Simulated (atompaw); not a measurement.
# Logarithmic derivatives: ytterbium (Yb), PAW (atompaw)

| Item | Value |
| --- | --- |
| Element | ytterbium (Yb) |
| Generator | atompaw 4.2.0.5 |
| Type | PAW |
| Functional | PBE |
| Relativity | scalar-relativistic |
| Frozen core | [Kr] 4d10 |
| Valence charge | 24 |
| Reference configuration | 4f14 5s2 5p6 5d0 6s1.5 6p0 (charge +0.5) |
| Partial waves | 5s (bound): rc 1.35 bohr; 6s (bound): rc 3.00 bohr; 5p (bound): rc 1.55 bohr; 6p (bound, empty): rc 2.55 bohr; 5d (bound, empty): rc 3.00 bohr; 5d channel at 0.15 Ry: rc 3.00 bohr; 4f (bound): rc 0.75 bohr; 4f channel at 1.45 Ry: rc 0.75 bohr |
| Local potential | bessel scheme, radius 2.75 bohr |
| Core correction | smooth core density matched at 1.90 bohr |
| Augmentation charge | besselshape compensation charge, radius 2.85 bohr; PAW radius 3.00 bohr; waves and projectors: custom rrkj gramschmidtortho |

The phase is arctan(r·u′/u) with u = r·R(r), unwrapped; energies in Ry, scanned from -6 to 5 Ry. A pole is an energy at which the radial function vanishes at the test radius. The pseudo phase is shifted by a multiple of π to meet the all-electron one at the reference energy, and phase errors are pseudo minus all-electron; the curves can meet again beyond the range given. Levels narrower than the energy grid can be missing from the lists of poles.

Q: For each channel, where are the poles, and over which energies does the pseudopotential scatter like the atom?

A:

```csv
channel,radius (bohr),reference energy (Ry),"poles, all-electron","poles, pseudo",unbroken range about the reference energy with phases within 0.05 rad,phase error 1 Ry above the reference energy (rad)
s,3.00,-0.48,"-4.25, 1.58","-4.25, 1.40",below 2.3,-0.013
p,3.00,-0.24,"-2.17, 2.90","-2.17, 3.03",below 4.7,+0.008
d,3.00,-0.25,0.42,0.42,below 2.4,+0.000
f,3.00,-0.46,"-0.46, 3.16","-0.46, 3.21",below 4.5,+0.001
```

Phases in the f channel:

```csv
E (Ry),all-electron,pseudo
-6.00,1.440,1.440
-5.76,1.438,1.438
-5.52,1.435,1.435
-5.28,1.433,1.433
-5.04,1.430,1.430
-4.80,1.427,1.427
-4.56,1.423,1.423
-4.32,1.419,1.420
-4.08,1.416,1.416
-3.84,1.411,1.412
-3.60,1.407,1.407
-3.36,1.402,1.402
-3.12,1.397,1.397
-2.88,1.391,1.391
-2.64,1.384,1.384
-2.40,1.377,1.377
-2.16,1.369,1.369
-1.92,1.359,1.359
-1.68,1.348,1.349
-1.44,1.335,1.335
-1.20,1.319,1.319
-0.96,1.298,1.298
-0.72,1.263,1.263
-0.48,0.690,0.694
-0.24,-1.861,-1.861
0.00,-1.919,-1.918
0.24,-1.979,-1.978
0.48,-2.061,-2.060
0.72,-2.189,-2.188
0.96,-2.417,-2.416
1.20,-2.861,-2.861
1.44,-3.537,-3.537
1.68,-4.050,-4.050
1.92,-4.317,-4.316
2.16,-4.464,-4.462
2.40,-4.555,-4.552
2.64,-4.618,-4.614
2.88,-4.666,-4.661
3.12,-4.706,-4.699
3.36,-4.741,-4.732
3.60,-4.774,-4.761
3.84,-4.807,-4.790
4.08,-4.844,-4.820
4.32,-4.887,-4.852
4.56,-4.944,-4.890
4.80,-5.027,-4.937
```
